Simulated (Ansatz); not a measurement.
Reaction (atomization): `F[B-](F)(F)[OH+][SiH3]` → B• + 3 F• + 4 H• + O• + Si•

Computed with Ansatz on PBE0-D4/def2-TZVP structures; ΔE is electronic, products minus reactants. CCSD(T)/CBS is the MP2 limit (def2-TZVPP, def2-QZVPP) plus CCSD(T) − MP2 in def2-TZVPP, frozen cores. This one scheme is used for every species, atoms too. No spin–orbit coupling; open shells (•) take unrestricted orbitals. Spin–orbit coupling would lower the free atoms: a little for B, F, O, Si. One conformer a species, not always the lowest.

`F[B-](F)(F)[OH+][SiH3]`:

```xyz
10

F    -2.159   -1.174    0.268
B    -1.102   -0.598    0.869
F    -1.201    0.745    1.081
F    -0.538   -1.312    1.871
O     0.109   -0.605   -0.321
Si    0.911    0.839   -0.753
H     0.595   -1.435   -0.352
H    -0.090    1.703   -1.400
H     1.952    0.389   -1.707
H     1.524    1.449    0.442
```

```csv
species,CCSD(T)/CBS(def2) energy (Eh)
`F[B-](F)(F)[OH+][SiH3]`,-691.06166
B•,-24.60433
F•,-99.66871
H•,-0.50000
O•,-75.00631
Si•,-288.94402
```

(1) Work out ΔE.

Largest T1 diagnostic among the species: 0.014.

## Answers

(1) ΔE = 4 × (-0.50000) + 3 × (-99.66871) + (-24.60433) + (-75.00631) + (-288.94402) − (-691.06166) = 1.50087 Eh = +3940.5 kJ/mol.

From r2SCAN to r2SCAN0 (25 % exact exchange), in def2-TZVPP and without D4, ΔE moves by −81.2 kJ/mol: exact exchange takes away binding that semilocal exchange gives to molecules. At CCSD(T), def2-SVP lies −208.9 kJ/mol from the extrapolated value and def2-TZVPP −97.5 kJ/mol: correlation converges slowly with the basis, and small sets miss more of it in the bonded molecule than in its fragments.

For atomizations the MP2-based limit and the directly extrapolated one differ by several kJ/mol either way, and by 10 to 25 for some Ge, Se and Sn compounds, so smaller differences from it don't rank the levels.
